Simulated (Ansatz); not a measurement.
The input (input.yaml):

```yaml
crystal:
  periodic: [false, false, false]
  atoms:
    - { symbol: O, position_ang: [-1.532147, 0.177015, 0.889143] }
    - { symbol: Si, position_ang: [-0.152641, 0.013527, 0.107762] }
    - { symbol: O, position_ang: [1.398049, 0.033304, 1.01946] }
    - { symbol: O, position_ang: [0.282118, 1.220042, -1.156447] }
    - { symbol: O, position_ang: [0.120075, -1.498946, -0.829576] }
    - { symbol: H, position_ang: [1.13274, 0.684556, 1.789184] }
    - { symbol: H, position_ang: [-0.676418, 1.482163, -1.472783] }
    - { symbol: H, position_ang: [-0.571787, -2.11167, -0.346724] }
total_charge: -1
basis:
  gaussian: { orbitals: STO-3G }
hamiltonian:
  xc: pbe
md:
  timestep: 1.0
  n_steps: 400
  ensemble: nve_milne
  temperature: 50.0
  initial_velocities: maxwell_boltzmann
  seed: 283915
  masses: [{ species: H, mass: 3.016 }]
scf:
  lower_state_search: "off"
```

Command:

```bash
$ ansatz run input.yaml --threads 1 --pin off --max-ram 2048MiB --backend cpu --events-out ev --progress --plain --runs-dir out
```

Hardware: 1 thread of Arm Neoverse V1, with other jobs on the host.

Question: Roughly how long does this run take, and how much memory?

Answer: 7.3 min, with a peak of 0.078 GiB, for 401 ionic steps.
